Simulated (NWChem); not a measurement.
All runs are NWChem calculations. System: H₃N₂, charge 0, spin multiplicity 2, at a geometry optimised with UPBE0/def2-SVP. The structure started from a generated list of species. Its SCF solution wasn't tested for a lower state. Level: URI-MP2/cc-pVDZ, 2 core orbitals frozen.

Input file:

```
start mol
memory heap 200 mb stack 900 mb global 1100 mb
geometry units angstroms nocenter noautoz noautosym
  N      0.651149    -0.356554     0.095920
  N     -0.546986     0.189084    -0.123315
  H      1.324508     0.415902     0.024174
  H     -0.724793     1.174575     0.067382
  H     -1.328858    -0.418190     0.100211
end
basis spherical
  * library cc-pvdz
end
basis "ri-mp2 basis" spherical
  * library cc-pvdz-ri
end
scf
  uhf
  nopen 1
  maxiter 100
  thresh 1e-7
  semidirect memsize 60000000 filesize 0
  # guess.movecs holds the orbitals of an unrestricted PBE0 run
  vectors input guess.movecs output mol.movecs
end
mp2
  freeze core 2
end
task rimp2 energy
```

Part of the output:

```
             Northwest Computational Chemistry Package (NWChem) 7.3.0
             --------------------------------------------------------

                                NWChem Input Module
                                -------------------

 Scaling coordinates for geometry "geometry" by  1.889725989
 (inverse scale =  0.529177249)

                             Geometry "geometry" -> ""
                             -------------------------

 Output coordinates in angstroms (scale by  1.889725989 to convert to a.u.)

  No.       Tag          Charge          X              Y              Z
 ---- ---------------- ---------- -------------- -------------- --------------
    1 N                    7.0000     0.65114900    -0.35655400     0.09592000
    2 N                    7.0000    -0.54698600     0.18908400    -0.12331500
    3 H                    1.0000     1.32450800     0.41590200     0.02417400
    4 H                    1.0000    -0.72479300     1.17457500     0.06738200
    5 H                    1.0000    -1.32885800    -0.41819000     0.10021100

 Effective nuclear repulsion energy (a.u.)      36.6884685867

            Nuclear Dipole moment (a.u.)
            ----------------------------
        X                 Y               Z
 ---------------- ---------------- ----------------
    -0.0000037795    -0.0000056692     0.0000037795


 Summary of "ao basis" -> "" (spherical)
 ------------------------------------------------------------------------------
       Tag                 Description            Shells   Functions and Types
 ---------------- ------------------------------  ------  ---------------------
 *                          cc-pvdz                   on all atoms

 Summary of "ri-mp2 basis" -> "" (spherical)
 ------------------------------------------------------------------------------
       Tag                 Description            Shells   Functions and Types
 ---------------- ------------------------------  ------  ---------------------
 *                         cc-pvdz-ri                 on all atoms

 Summary of "ao basis" -> "ao basis" (spherical)
[...]
 RI-MP2 Calculation Information:
          Nr. of AO basis functions:         43
     Nr. of fitting basis functions:        154
               Nr. of MO spin cases:          2
        Nr. of MOs to be correlated:         41         41
     Nr. of occupied MOs correlated:          7          6
      Nr. of virtual MOs correlated:         34         35

          RI integral approximation: 'V'
    Threshold for Schwarz screening:  1.000E-09
 Smallest eigenvalue retained in fit  1.000E-08
    Type of storage for MO integrals 'EAF library'

 Transformation block size    7, requiring     1 integral passes.
 XForm_3cInts: Completed     1:    7 pass.
 Transformation block size    6, requiring     1 integral passes.
 XForm_3cInts: Completed     1:    6 pass.
 Energy evaluation using block sizes     7    7
 RIMP2_V_E2: Approx. ints. done (    1:    7,    1:    7)
 RIMP2_V_E2: Copy to B done (    1:    7,    1:    7)
 RIMP2_V_E2: Denominators done (    1:    7,    1:    7)
 RIMP2_V_E2: Completed block (    1:    7,    1:    7)
 RIMP2_V_E2: Approx. ints. done (    1:    7,    1:    6)
 RIMP2_V_E2: Copy to B done (    1:    7,    1:    6)
 RIMP2_V_E2: Denominators done (    1:    7,    1:    6)
 RIMP2_V_E2: Completed block (    1:    7,    1:    6)
 RIMP2_V_E2: Approx. ints. done (    1:    6,    1:    6)
 RIMP2_V_E2: Copy to B done (    1:    6,    1:    6)
 RIMP2_V_E2: Denominators done (    1:    6,    1:    6)
 RIMP2_V_E2: Completed block (    1:    6,    1:    6)

          -------------------------------------------
          SCF energy                -110.584957955866
          Correlation energy          -0.317598007676
          Total MP2 energy          -110.902555963541
          -------------------------------------------

 -----------------------
 Performance information
 -----------------------

 Timer overhead =  1.63D-07 seconds/call

               Nr. of calls         CPU time (s)                 Wall time (s)                GFlops
             ---------------    -------------------     ------------------------------   -------------------
Name         Min   Avg   Max    Min     Avg     Max     Min     Avg     Max   Mx/calls   Min     Max     Sum
Overall       1     1     1   0.51    0.51    0.51     0.51    0.51    0.51    0.51      0.0     0.0     0.0
3c integr     2     2     2   0.11    0.11    0.11     0.11    0.11    0.11    5.45E-2   0.0     0.0     0.0
Energy        1     1     1   1.34E-2 1.34E-2 1.34E-2  1.34E-2 1.34E-2 1.34E-2 1.34E-2   0.0     0.0     0.0
3c integr     2     2     2   0.11    0.11    0.11     0.11    0.11    0.11    5.25E-2   0.0     0.0     0.0
First 2/3     6     6     6   1.26E-3 1.26E-3 1.26E-3  1.26E-3 1.26E-3 1.26E-3 2.10E-4   0.0     0.0     0.0
Final 1/3     2     2     2   1.48E-3 1.48E-3 1.48E-3  1.48E-3 1.48E-3 1.48E-3 7.42E-4   0.0     0.0     0.0
Write 3c      2     2     2   4.16E-4 4.16E-4 4.16E-4  4.16E-4 4.16E-4 4.16E-4 2.08E-4   0.0     0.0     0.0
Read 3c i     3     3     3   3.73E-4 3.73E-4 3.73E-4  3.73E-4 3.73E-4 3.73E-4 1.24E-4   0.0     0.0     0.0
Fitting b     1     1     1   1.19E-2 1.19E-2 1.19E-2  1.19E-2 1.19E-2 1.19E-2 1.19E-2   0.0     0.0     0.0
Schwarz i     1     1     1   2.25E-3 2.25E-3 2.25E-3  2.25E-3 2.25E-3 2.25E-3 2.25E-3   0.0     0.0     0.0
Form 4ci      3     3     3   1.96E-3 1.96E-3 1.96E-3  1.96E-3 1.96E-3 1.96E-3 6.53E-4   0.0     0.0     0.0
Form A &      3     3     3   9.91E-3 9.91E-3 9.91E-3  9.91E-3 9.91E-3 9.91E-3 3.30E-3   0.0     0.0     0.0
Denominat     3     3     3   1.09E-4 1.09E-4 1.09E-4  1.09E-4 1.09E-4 1.09E-4 3.62E-5   0.0     0.0     0.0
Pair Ener     3     3     3   5.09E-4 5.09E-4 5.09E-4  5.09E-4 5.09E-4 5.09E-4 1.70E-4   0.0     0.0     0.0

 The average no. of pstat calls per process was 3.30D+01
 with a timing overhead of 5.38D-06s

 Task  times  cpu:        0.5s     wall:        0.5s

 Total times  cpu:        0.6s     wall:        0.6s
```
